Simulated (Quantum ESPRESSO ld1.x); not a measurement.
Problem. The krypton ion Kr30+, configuration [He] 2s2 2p2. Method: Dirac Kohn-Sham, BLYP, spin-unpolarised, spherical densities, point nucleus; open shells fill j = l - 1/2 first; computed with ld1.x of Quantum ESPRESSO 7.5.

Spin-orbit splittings of the eigenvalues, e(l+1/2) - e(l-1/2), with zeta = 2 splitting/(2l+1) and mean radii in bohr:

shell  occ.  splitting (eV)  zeta (eV)  <r> j=l-1/2  <r> j=l+1/2
2p        2               ?          ?       0.1463       0.1498
3p        0           16.59      11.06       0.3890       0.3942

Estimate the 2p splitting.

Solution. 63.03 eV (zeta = 42.02 eV).
